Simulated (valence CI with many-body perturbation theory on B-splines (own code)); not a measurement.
Values are calculated unless marked as measured or tabulated.
# Se XIII: what the settings do

Level of theory: configuration interaction combined with many-body perturbation theory (CI+MBPT): four valence electrons over a frozen Dirac-Fock core [Ar], radial functions for each j: 6 s, 6 p, 5 d, 5 f, 1 g, with the one-electron correlation potential Σ1, the two-electron term Σ2, the three-electron term Σ3, Breit, model QED; selected CI, second order for the rest, scaled by the run's own slope (own B-spline code, finite nucleus).

No measured spectrum was set against this ion. As an estimate, terms of the open shell hold to 2 to 4 % of their energy, and close levels can change places. Only levels of the ground parity were solved; by the run's estimate the other parity begins above the list, which can be wrong where configurations are misplaced.

The reference run has the lowest level 3d4 5D_0 and an ionisation energy of 382.781 eV. Its largest variational space holds 7525 state functions.

Names give the largest LS component (configuration and term), which can be under half, so a name can repeat, a term be missing and a line seem to break the LS rules; names also repeat where a configuration has a term twice.

Changed runs:
A. Breit term on → off; QED terms on → off
B. three-electron term on → off
C. Breit term on → off
D. scale of Σ1 1 → -1 (bad on purpose)

Excitation energies of the reference run in cm⁻¹, and shifts in cm⁻¹:

```
                 Level  Reference       A       B       C       D
              3d4 5D_1       1455    +153    -8.7    +161    -101
              3d4 5D_2       3789    +407     -13    +426    -235
              3d4 5D_3       6613    +727     -12    +757    -374
              3d4 5D_4       9705   +1111    -5.9   +1150    -504
              3d4 3P_0      45695    -218    +286    -225    -268
              3d4 3H_4      49318    +495    +548    +501    -475
              3d4 3H_5      52770   +1018    +390   +1044    -709
              3d4 3P_1      53094    +269     -43    +290    -647
              3d4 3H_6      55202   +1546    +381   +1582    -834
              3d4 3F_3      56104    +463    +647    +479    -638
              3d4 3F_2      57026    +497    +528    +520    -715
              3d4 3F_4      58365    +865    +571    +899    -839
Ionisation energy (eV)    382.781  +0.042  -0.007  +0.056  -4.628
```
